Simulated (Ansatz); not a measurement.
`BN(CC)[Si](C)(C)C` + CH₄ → trimethylsilane + `BN(C)CC`  (formal exchange of groups at the Si–N bond)

Isolated molecules relaxed with PBE0-D4/def2-TZVP in Ansatz; ΔE leaves out vibrations. CCSD(T)/CBS adds triple-zeta CCSD(T) − MP2 to the extrapolated MP2 energy (def2 sets, frozen cores). This one scheme is used for every species. Functionals use def2-TZVPP. B3LYP here is the variant with VWN-RPA as its local correlation; programs differ in this. HSE06 is defined as in plane-wave codes. Each species was taken in one conformer, which may not be the lowest.

| level | ΔE (kJ/mol) | difference from CCSD(T)/CBS |
| --- | --- | --- |
| LDA (SPW92) | 108.1 | -17.1 |
| PBE-D4 | 116.0 | -9.2 |
| BLYP-D4 | 124.2 | -1.0 |
| r2SCAN-D4 | 123.7 | -1.5 |
| B97M-V | 127.0 | 1.8 |
| PBE0-D4 | 118.9 | -6.3 |
| B3LYP-D4 | 125.2 | 0.0 |
| r2SCAN0-D4 | 124.3 | -0.9 |
| HSE06-D4 | 118.4 | -6.8 |
| CAM-B3LYP-D4 | 122.2 | -3.0 |
| ωB97X-V | 120.0 | -5.2 |
| ωB97M-V | 125.5 | 0.3 |
| B2PLYP | 116.1 | -9.1 |
| PBE-QIDH | 119.0 | -6.2 |
| PBE | 103.4 | -21.8 |
| BLYP | 101.4 | -23.8 |
| r2SCAN | 119.1 | -6.1 |
| PBE0 | 107.2 | -18.0 |
| B3LYP | 106.1 | -19.1 |
| r2SCANh | 119.1 | -6.1 |
| r2SCAN0 | 119.0 | -6.2 |
| HSE06 | 107.1 | -18.1 |
| BHLYP | 111.2 | -14.0 |
| CAM-B3LYP | 109.7 | -15.5 |
| LC-ωPBE | 110.8 | -14.4 |
| RPA@PBE/def2-TZVPP | 118.7 | -6.5 |
| HF/def2-SVP | 100.5 | -24.7 |
| MP2/def2-SVP | 116.9 | -8.3 |
| CCSD/def2-SVP | 107.6 | -17.6 |
| CCSD(T)/def2-SVP | 109.4 | -15.8 |
| HF/def2-TZVPP | 109.7 | -15.5 |
| MP2/def2-TZVPP | 130.6 | 5.4 |
| SCS-MP2/def2-TZVPP | 123.7 | -1.5 |
| CCSD/def2-TZVPP | 121.4 | -3.8 |
| CCSD(T)/def2-TZVPP | 124.0 | -1.2 |
| HF/def2-QZVPP | 110.0 | -15.2 |
| SCS-MP2/def2-QZVPP | 124.5 | -0.7 |
| HF/CBS(def2) | 110.0 | -15.2 |
| MP2/CBS(def2) | 131.7 | 6.5 |
| CCSD/CBS(def2) | 122.6 | -2.6 |
| CCSD(T)/CBS | 125.2 | 0 |

Largest T1 diagnostic among the species: 0.012.

In def2-TZVPP, CCSD(T) changes the Hartree–Fock value by +14.3 kJ/mol (the triples alone add +2.6 kJ/mol) and MP2 by +20.8 kJ/mol. The D4 term adds +19.1 kJ/mol with B3LYP and +11.7 kJ/mol with PBE0; it sums over pairs of atoms, weighted by their polarisabilities, and B3LYP, whose exchange is more repulsive, gets the larger term.

CCSD(T)/CBS has its own doubt, a few kJ/mol and more with outer-core shells, so smaller differences from it don't rank the levels.
